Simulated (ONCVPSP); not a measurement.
# Logarithmic derivatives: H, ONCV

* Element: H
* Generator: ONCVPSP 4.0.1
* Type: optimised norm-conserving Vanderbilt (ONCV)
* Functional: BLYP
* Relativity: scalar-relativistic
* Frozen core: none
* Valence charge: 1
* Reference configuration: 1s1
* Partial waves: 1s: rc 1.25 bohr, ncon 4, nbas 7, qcut 4.9 1/bohr, 3 projectors, debl 4 Ha; p scattering state at 0.15 Ha: rc 1.05 bohr, ncon 4, nbas 7, qcut 9.2 1/bohr, 2 projectors, debl 1.2 Ha
* Local potential: polynomial inside 0.95 bohr (lpopt 5, dvloc0 2 Ha)
* Core correction: none

The phase is arctan(r·R′/R) of the radial function R(r), unwrapped; energies in Ha, scanned from -2 to 5 Ha. A pole is an energy at which the radial function vanishes at the test radius. The pseudo phase is shifted by a multiple of π to meet the all-electron one at the reference energy, and phase errors are pseudo minus all-electron; the curves can meet again beyond the range given. Levels narrower than the energy grid can be missing from the lists of poles.

Task: For each channel, where are the poles, and over which energies does the pseudopotential scatter like the atom?

Result:

```json
{"channel": "s", "radius (bohr)": "1.27", "reference energy (Ha)": "-0.24", "poles, all-electron": "1.28", "poles, pseudo": "1.28", "unbroken range about the reference energy with phases within 0.05 rad": "the whole range", "phase error 1 Ha above the reference energy (rad)": "-0.000"}
{"channel": "p", "radius (bohr)": "1.06", "reference energy (Ha)": "0.15", "poles, all-electron": "none", "poles, pseudo": "none", "unbroken range about the reference energy with phases within 0.05 rad": "the whole range", "phase error 1 Ha above the reference energy (rad)": "+0.000"}
```

Phases in the s channel:

```tsv
E (Ha)	all-electron	pseudo
-1.98	0.793	0.793
-1.62	0.615	0.615
-1.26	0.335	0.335
-0.90	-0.083	-0.083
-0.54	-0.560	-0.559
-0.18	-0.938	-0.938
0.18	-1.187	-1.187
0.54	-1.352	-1.352
0.90	-1.472	-1.472
1.26	-1.566	-1.566
1.62	-1.649	-1.649
1.98	-1.729	-1.729
2.34	-1.816	-1.816
2.70	-1.920	-1.920
3.06	-2.058	-2.058
3.42	-2.263	-2.263
3.78	-2.587	-2.587
4.14	-3.065	-3.065
4.50	-3.564	-3.564
4.86	-3.917	-3.916
```
